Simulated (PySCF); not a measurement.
[NiBr4]2-: Ni(II) (d8), charge -2. The structure is a PBE0-D3(BJ)/def2-SVP, IEF-PCM water geometry optimised for multiplicity 3; coordination tetrahedral, point group Cs, metal–donor distances 2.42 Å.

```
5

Ni    0.000    0.000    0.000
Br    1.362    1.417    1.423
Br    1.514   -1.514   -1.134
Br   -1.417   -1.362    1.423
Br   -1.525    1.525   -1.091
```

Method (PySCF 2.14, density fitting): CASSCF(8,5) with orbitals averaged over all microstates of the shell, strongly contracted NEVPT2 on the averaged canonical orbitals; basis x2c-TZVPall on the metal, x2c-SVPall elsewhere; spin-free X2C; IEF-PCM water; spin-orbit coupling by state interaction with the mean-field operator over all roots.

Problem. Which term lies lowest, and with what spin?

Solution. 3A'' (from 3T1) (S = 1, orbital degeneracy 1), with 3.9 electrons in the lower (e-type) set and 4.1 in the upper (t2-type) set, by NEVPT2.

Problem. List the excited states of the same spin.

Solution. By NEVPT2, the lowest six: 3A' (from 3T1) at 1277 cm⁻¹; 3A'' (from 3T1) at 1613 cm⁻¹; 3A' (from 3T2) at 2810 cm⁻¹; 3A' (from 3T2) at 3945 cm⁻¹; 3A'' (from 3T2) at 4182 cm⁻¹; 3A'' (from 3A2) at 6692 cm⁻¹ (1494 nm). The strongest, at 6692 cm⁻¹, has f = 1.0e-05.

Problem. Which is the lowest state of another spin?

Solution. 1A'' (from 1T2) at 14697 cm⁻¹ by NEVPT2; CASSCF alone puts it at 16400 cm⁻¹ above the same ground state.

Problem. What ligand-field parameters describe the result?

Solution. At CASSCF level (the NEVPT2 levels don't fit a ligand-field model well): orbital energies 0, 329, 1752, 2080, 2978 cm⁻¹; 10Dq = 2105 cm⁻¹ (difference of the means of the two sets); B = 1249 cm⁻¹; C = 4631 cm⁻¹; B over its free-ion value at the same level 0.948; rms of the fit 74 cm⁻¹; ζ = 623 cm⁻¹ (free ion 660).

Problem. What magnetic behaviour follows?

Solution. The ground multiplet can be fitted only roughly by a spin Hamiltonian with S = 1, g = 2.433, 2.697, 3.068, D = 89.83 cm⁻¹, E/|D| = 0.23 (spin-orbit part alone); the lowest levels hold 87 % of the spin-free ground state. μeff is 4.17 μB at 300 K and 1.70 μB at 10 K; the spin-only value is 2.83 μB.

No frequencies were computed for the optimised geometry. NEVPT2 lifts 3A'' (from 3T2) from 2476 to 4182 cm⁻¹; on the d shell alone such lifts tend to overshoot.

The job took 21 s on one thread of Arm Neoverse V2 (shared host), with 176 basis functions and a peak of 0.73 GiB, launched as `OMP_NUM_THREADS=1 python lf_run.py task.json out`.
